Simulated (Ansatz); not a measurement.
The cluster Mg₃S₄⁻, relaxed as a doublet with UKS B3LYP-D4/def2-SVPD in Ansatz, starting from the GFN1-xTB geometry. Force threshold 0.02 eV/Å.

The structure comes from a short search, and lower isomers may exist.

Start:

Cartesian coordinates in Å:
```
Mg 2.058 -1.127 1.083
Mg -3.337 0.844 0.194
Mg 0.763 0.407 -1.059
S -0.814 -0.500 1.054
S -1.206 -1.074 -0.886
S -0.408 1.508 0.827
S 2.944 -0.058 -1.212
```

Question: Estimate the energy that the relaxation releases and the steps that it takes.

Answer: 11.6 kcal/mol, in 8 steps; 57 s on 4 threads of Arm Neoverse V2 on a shared host. No frequencies were taken in this run, so the end may be a saddle point.

Question: Does the start keep its bonding?

Answer: Bonds lost: Mg2–S4, Mg2–S5, Mg2–S6 (atoms count from 1). The end holds 2 separate pieces.

Question: Predict the relaxed structure.

Answer: 
```xyz
7

Mg    2.188   -1.075    1.059
Mg   -3.590    0.933    0.220
Mg    0.688    0.459   -1.137
S    -0.605   -0.580    1.021
S    -1.221   -1.106   -0.976
S    -0.369    1.550    0.839
S     2.909   -0.180   -1.027
```
Bond lengths (bridged metal pairs left out): 5 × Mg–S 2.31 to 2.84 Å; 2 × S–S 2.15 Å.
